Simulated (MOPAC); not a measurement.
Job for MOPAC: PM3 on CH3ITe (SMILES C[Te]I), a point of a torsion scan.

```
PM3 1SCF PRECISE CHARGE=0 THREADS=1
CH3ITe

C     -0.73651909 1    -0.02901503 1     0.03491271 1
Te     0.95147409 1     1.30498775 1    -0.15608398 1
I      2.19508334 1     0.48776081 1     2.07135731 1
H     -0.83056959 1    -0.36951789 1     1.05712491 1
H     -1.62773682 1     0.51314702 1    -0.25065662 1
H     -0.61551363 1    -0.88610022 1    -0.61583528 1
```

The log:

```
*******************************************************************************
 **                                                                           **
 **                              MOPAC v23.2.5                                **
 **                                                                           **
 *******************************************************************************
 ** MOPAC's Digital Object Identifier: https://doi.org/10.5281/zenodo.6511958 **
 **                                                                           **
 ** Please cite the open-source release paper for use of this MOPAC version:  **
 ** J. E. Moussa and J. J. P. Stewart (2026)                                  **
 ** MOPAC: An open-source semiempirical molecular orbital program             **
 ** J. Open Source Softw., 11(119), 8025, https://doi.org/10.21105/joss.08025 **
 *******************************************************************************

                              PM3 CALCULATION RESULTS

 *******************************************************************************
 *  PM3        - The PM3 Hamiltonian to be used
 *
 *
 *
 *                 CHARGE ON SYSTEM = 0
 *
 *
 *
 *  PRECISE    - TIGHTER CRITERIA TO BE USED
 *  1SCF       - DO 1 SCF AND THEN STOP
 *  THREADS=1  - MULTI-THREADING NOT USED
 *  T=         - A TIME OF 172800.0 SECONDS REQUESTED
 *  DUMP=N     - RESTART FILE WRITTEN EVERY 7200.0 SECONDS REQUESTED
 *******************************************************************************
PM3 1SCF PRECISE CHARGE=0 THREADS=1
 CH3ITe

   ATOM   CHEMICAL          X               Y               Z
  NUMBER   SYMBOL      (ANGSTROMS)     (ANGSTROMS)     (ANGSTROMS)

     1       C         -0.73651909  *  -0.02901503  *   0.03491271  *
     2      Te          0.95147409  *   1.30498775  *  -0.15608398  *
     3       I          2.19508334  *   0.48776081  *   2.07135731  *
     4       H         -0.83056959  *  -0.36951789  *   1.05712491  *
     5       H         -1.62773682  *   0.51314702  *  -0.25065662  *
     6       H         -0.61551363  *  -0.88610022  *  -0.61583528  *



          CARTESIAN COORDINATES

    NO.       ATOM           X           Y           Z

     1         C         -0.7365     -0.0290      0.0349
     2        Te          0.9515      1.3050     -0.1561
     3         I          2.1951      0.4878      2.0714
     4         H         -0.8306     -0.3695      1.0571
     5         H         -1.6277      0.5131     -0.2507
     6         H         -0.6155     -0.8861     -0.6158

  H: (PM3): J. J. P. STEWART, J. COMP. CHEM. 10, 209 (1989).
  C: (PM3): J. J. P. STEWART, J. COMP. CHEM. 10, 209 (1989).
 Te: (PM3): J. J. P. STEWART, J. COMP. CHEM. 12, 320-341 (1991).
  I: (PM3): J. J. P. STEWART, J. COMP. CHEM. 10, 209 (1989).

           Empirical Formula: C H3 Te I  =     6 atoms



      MOLECULAR POINT GROUP   :   C1


      RHF CALCULATION, NO. OF DOUBLY OCCUPIED LEVELS = 10


 -------------------------------------------------------------------------------
 PM3 1SCF PRECISE CHARGE=0 THREADS=1
 CH3ITe



     1SCF WAS SPECIFIED, SO BFGS WAS NOT USED
     SCF FIELD WAS ACHIEVED


                              PM3 CALCULATION
                                                       MOPAC v23.2.5 Linux




          FINAL HEAT OF FORMATION =          2.75485 KCAL/MOL =      11.52629 KJ/MOL


          COSMO AREA              =        128.62 SQUARE ANGSTROMS
          COSMO VOLUME            =        121.99 CUBIC ANGSTROMS

          IONIZATION POTENTIAL    =          9.554379 EV
          HOMO LUMO ENERGIES (EV) =         -9.554 -3.524
          NO. OF FILLED LEVELS    =         10
          MOLECULAR WEIGHT        =        269.5392         POINT GROUP:  C1

          MOLECULAR DIMENSIONS (Angstroms)

            Atom       Atom       Distance
            H     5    I     3     4.47285
           Te     2    H     4     2.58274
            I     3    H     6     1.60474


          SCF CALCULATIONS        =          1





   ATOM   CHEMICAL          X               Y               Z
  NUMBER   SYMBOL      (ANGSTROMS)     (ANGSTROMS)     (ANGSTROMS)

     1       C         -0.73651909  *  -0.02901503  *   0.03491271  *
     2      Te          0.95147409  *   1.30498775  *  -0.15608398  *
     3       I          2.19508334  *   0.48776081  *   2.07135731  *
     4       H         -0.83056959  *  -0.36951789  *   1.05712491  *
     5       H         -1.62773682  *   0.51314702  *  -0.25065662  *
     6       H         -0.61551363  *  -0.88610022  *  -0.61583528  *

                             CARTESIAN COORDINATES

   1    C       -0.736519090    -0.029015030     0.034912710
   2   Te        0.951474090     1.304987750    -0.156083980
   3    I        2.195083340     0.487760810     2.071357310
   4    H       -0.830569590    -0.369517890     1.057124910
   5    H       -1.627736820     0.513147020    -0.250656620
   6    H       -0.615513630    -0.886100220    -0.615835280


           Empirical Formula: C H3 Te I  =     6 atoms



      MOLECULAR POINT GROUP   :   C1


                  EIGENVALUES
 -29.77093 -16.14742 -15.24436 -15.05526 -14.78445 -14.58634 -12.30579 -10.79702
 -10.59468  -9.55438  -3.52409  -1.48230   3.48722   3.64106   3.65889


              NET ATOMIC CHARGES AND DIPOLE CONTRIBUTIONS

  ATOM NO.   TYPE          CHARGE      No. of ELECS.   s-Pop       p-Pop
    1          C          -0.250605        4.2506     1.16052     3.09009
    2         Te           0.281907        5.7181     1.97586     3.74224
    3          I          -0.255114        7.2551     1.36269     5.89242
    4          H           0.085222        0.9148     0.91478
    5          H           0.069375        0.9306     0.93063
    6          H           0.069216        0.9308     0.93078
 DIPOLE           X         Y         Z       TOTAL
 POINT-CHG.    -1.602     0.929    -2.647     3.231
 HYBRID        -0.369    -0.220    -0.036     0.431
 SUM           -1.970     0.710    -2.683     3.404


          ATOMIC ORBITAL ELECTRON POPULATIONS

     Atom    s        px        py        pz
    1  C   1.16052   1.00804   1.03152   1.05053
    2 Te   1.97586   1.16685   1.44529   1.13009
    3  I   1.36269   1.97576   1.98842   1.92824
    4  H   0.91478
    5  H   0.93063
    6  H   0.93078

 **********************
 *                    *
 * JOB ENDED NORMALLY *
 *                    *
 **********************




 == MOPAC DONE ==
```

The run finished.

Cost: roughly 0.03 core-seconds.
